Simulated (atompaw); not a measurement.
## PBE PAW (atompaw) dataset for F (Z = 9), scalar-relativistic all-electron reference.

Input for atompaw 4.2.0.5:

```
F 9
GGA-PBE scalarrelativistic loggrid 1500 logderivrange -4 5 226
2 2 0 0 0 0
2 1 5
0 0 0
c
v
v
1
1.40 1.10 1.00 0.90
y
2.4
n
y
-0.45
n
custom polynom2 7 10 vanderbiltortho besselshape
2 0 ultrasoft
1.40
0.55
1.40
1.40
PWSCFOUT
UPFDX 0.0125d0 UPFXMIN -7.d0 UPFZMESH 9.d0
END
```

Command:

```bash
atompaw < F.input > F.log
```

Output (summary file):

```
Completed calculations for F (AE)

 Exchange-correlation type: GGA, Perdew-Burke-Ernzerhof

 Radial integration grid is logarithmic
 r0 =   8.4897475E-04 h =   7.6407728E-03   n =      1500 rmax =   8.0000000E+01

 Scalar relativistic calculation

 AEatom converged in  29 iterations
   nz     =   9.00
   delta  =       5.824464092750E-17

 All Electron Orbital energies:
  n  l      occupancy      energy
  1  0      2.0000000E+00 -4.8757074E+01
  2  0      2.0000000E+00 -2.1975796E+00
  2  1      5.0000000E+00 -8.1668708E-01

 Total energy
   Total                    :     -199.48875046322235

 ---
 Completed calculations for F (SC)

 Exchange-correlation type: GGA, Perdew-Burke-Ernzerhof

 Radial integration grid is logarithmic
 r0 =   8.4897475E-04 h =   7.6407728E-03   n =      1500 rmax =   8.0000000E+01

 Scalar relativistic calculation

 SCatom converged in   1 iterations
   nz     =   9.00
   delta  =       1.843300884753E-17

 Valence Electron Orbital energies:
  n  l      occupancy      energy
   2  0      2.0000000E+00 -2.1975796E+00
   2  1      5.0000000E+00 -8.1668708E-01

 Total energy
   Total                    :     -199.48875046052189
   Valence                  :      -59.07585362117985

 PAW parameters:
       lmax =            1
         rc =    1.4041948012718644
        irc =          971
   rc_shape =    1.0994299674367758
    rc_vloc =    1.0030329990750448
    rc_core =   0.90119107382328778
   Vloc: Non norm-conserving form with l= 2;e=   0.0000E+00
   Projector type: improved polynomial pseudization + Vanderbilt ortho.
   Bessel compensation charge shape zeroed at   1.0994E+00

 Number of basis functions     4
 No.   n  nodes  l      Energy         Cp coeff         Occ
  1    2    1    0   -0.2197580E+01  0.5536610E+00  0.2000000E+01
  2  999    2    0    0.2400000E+01 -0.1103178E-01  0.0000000E+00
  3    2    0    1   -0.8166871E+00 -0.2612002E+03  0.5000000E+01
  4  999    1    1   -0.4500000E+00 -0.6373974E+02  0.0000000E+00

 Eigenvalues of overlap operator (in the basis of projectors):
    1        2.64526554E-01
    2        7.02941111E-01
    3        4.35537319E+01
    4        1.35901685E+04

 Orbital leakage outside PAW augmentation regions
   orb  is_core?  %out_of_sphere
   1 0    T           0.00
   2 0    F          17.09
   2 1    F          25.15

 Summary of PAW energies
   Total valence energy     :    -59.07604105194078
   Smooth energy            :     20.56119108650525
   One center               :    -79.63723213844604
   Smooth kinetic           :     13.58540509388575
   Vloc energy              :     -2.45970746735445
   Smooth exch-corr         :     -5.08346271513516
   One-center xc            :    -15.34371528883336
```

The run took about 1.1 s on one core of a shared server CPU.
